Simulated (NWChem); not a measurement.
System: C₂H₉BSi; SMILES CB(C)[SiH3]

NWChem printed, in part:

```
             Northwest Computational Chemistry Package (NWChem) 7.3.0
             --------------------------------------------------------

 C1  symmetry detected

                             Geometry "geometry" -> ""
                             -------------------------

 Output coordinates in angstroms (scale by  1.889725989 to convert to a.u.)

  No.       Tag          Charge          X              Y              Z
 ---- ---------------- ---------- -------------- -------------- --------------
    1 B                    5.0000    -0.00375747    -0.53332218     0.01590877
    2 C                    6.0000     1.38074934    -1.27293630    -0.01034647
    3 H                    1.0000     1.34513048    -2.30509359    -0.41753749
    4 H                    1.0000     1.63900425    -1.38009713     1.07361587
    5 H                    1.0000     2.22549106    -0.71337897    -0.45949237
    6 C                    6.0000    -1.35195776    -1.33683144     0.01053254
    7 H                    1.0000    -1.66457800    -1.33562222    -1.06412434
    8 H                    1.0000    -2.19120237    -0.86098316     0.55620955
    9 H                    1.0000    -1.26022436    -2.40366512     0.30297717
   10 Si                  14.0000    -0.01765993     1.50798689     0.00374745
   11 H                    1.0000    -1.28691776     2.13558796     0.52795953
   12 H                    1.0000     0.14559558     1.97860876    -1.42656970
   13 H                    1.0000     1.14097804     2.09804431     0.77383712

 Effective nuclear repulsion energy (a.u.)     144.7573055795

  pbe96 is a nonlocal functional; adding pw91lda local functional.

                                 NWChem DFT Module
                                 -----------------

 Summary of "ao basis" -> "ao basis" (spherical)
 ------------------------------------------------------------------------------
       Tag                 Description            Shells   Functions and Types
 ---------------- ------------------------------  ------  ---------------------
 B                          def2-svp                 6       14   3s2p1d
 C                          def2-svp                 6       14   3s2p1d
 H                          def2-svp                 3        5   2s1p
 Si                         def2-svp                 8       18   4s3p1d

            General Information
            -------------------
          SCF calculation type: DFT
          Wavefunction type:  closed shell.
          No. of atoms     :    13
          No. of electrons :    40
           Alpha electrons :    20
            Beta electrons :    20
          Charge           :     0
          Spin multiplicity:     1
          Use of symmetry is: off; symmetry adaption is: off
          Maximum number of iterations: 150
          AO basis - number of functions:   105
                     number of shells:    53
          Convergence on energy requested:  1.00D-06
          Convergence on density requested:  1.00D-05
          Convergence on gradient requested:  5.00D-04

              XC Information
              --------------
          PerdewBurkeErnzerhof Exchange Functional  1.000
            Perdew 1991 LDA Correlation Functional  1.000 local
           PerdewBurkeErnz. Correlation Functional  1.000 non-local

             Grid Information
             ----------------
          Grid used for XC integration:  medium
          Radial quadrature: Mura-Knowles
          Angular quadrature: Lebedev.
          Tag              B.-S. Rad. Rad. Pts. Rad. Cut. Ang. Pts.
          ---              ---------- --------- --------- ---------
          B                   0.85       49           9.0       434
          C                   0.70       49          11.0       434
          H                   0.35       45          12.0       434
          Si                  1.10       88          11.0       590
          Grid pruning is: on
          Number of quadrature shells:   640
          Spatial weights used:  Erf1

      Superposition of Atomic Density Guess
      -------------------------------------

 Sum of atomic energies:        -392.98567113

      Non-variational initial energy
      ------------------------------

 Total energy =    -395.144176
 1-e energy   =    -824.999591
 2-e energy   =     285.098110
 HOMO         =      -0.293941
 LUMO         =      -0.028329

     ---------------------------------------------
      Total Density - Mulliken Population Analysis
     ---------------------------------------------

    Atom       Charge   Shell Charges
 -----------   ------   -------------------------------------------------------
    1 B    5     4.94   1.99  0.96  0.20  1.27  0.46  0.06
    2 C    6     6.43   1.99  0.97  0.21  2.12  1.12  0.02
    3 H    1     0.88   0.65  0.20  0.03
    4 H    1     0.84   0.63  0.19  0.03
    5 H    1     0.87   0.65  0.19  0.03
    6 C    6     6.43   1.99  0.97  0.21  2.12  1.12  0.02
    7 H    1     0.85   0.63  0.19  0.03
    8 H    1     0.87   0.65  0.19  0.03
    9 H    1     0.88   0.65  0.20  0.03
   10 Si  14    13.82   2.00  1.99  1.04  0.31  5.94  1.18  1.28  0.09
   11 H    1     1.07   0.69  0.37  0.01
   12 H    1     1.06   0.68  0.37  0.01
   13 H    1     1.06   0.69  0.37  0.01

   convergence    iter        energy       DeltaE   RMS-Dens  Diis-err
 ---------------- ----- ----------------- --------- --------- ---------
 d= 0,ls=0.0,diis     1   -395.4275658216 -5.40D+02  7.03D-03  3.17D-01
 d= 0,ls=0.0,diis     2   -395.4524420811 -2.49D-02  3.42D-03  8.95D-02
 d= 0,ls=0.0,diis     3   -395.4584312649 -5.99D-03  1.48D-03  4.75D-02
 d= 0,ls=0.0,diis     4   -395.4648432747 -6.41D-03  2.41D-04  2.73D-04
 d= 0,ls=0.0,diis     5   -395.4648836849 -4.04D-05  7.88D-05  5.73D-05
  Resetting Diis
 d= 0,ls=0.0,diis     6   -395.4648936028 -9.92D-06  1.70D-05  2.30D-06
 d= 0,ls=0.0,diis     7   -395.4648939652 -3.62D-07  7.65D-06  1.09D-07

[...]
```

Level: PBE/def2-SVP. Structure relaxed at the PBE-D3(BJ)/def2-SVP level.

Problem. Reconstruct the input file.

Solution. One answer among several that fit: the input that was run:
```
start job
memory heap 200 mb stack 900 mb global 1100 mb
geometry units angstroms noautoz
  B     -0.012135    -0.526652     0.022506
  C      1.365464    -1.279471     0.030382
  H      1.332792    -2.306404    -0.390050
  H      1.588800    -1.401812     1.120477
  H      2.229040    -0.723031    -0.385594
  C     -1.367049    -1.316764    -0.034337
  H     -1.646013    -1.299937    -1.118088
  H     -2.218350    -0.839100     0.490687
  H     -1.294560    -2.387789     0.248017
  Si    -0.006354     1.514698     0.034366
  H     -1.285337     2.148571     0.526407
  H      0.205823     2.000362    -1.384456
  H      1.133257     2.084316     0.847059
end
basis spherical
  * library def2-svp
end
dft
  xc xpbe96 cpbe96
  iterations 150
  mulliken
end
task dft energy
```
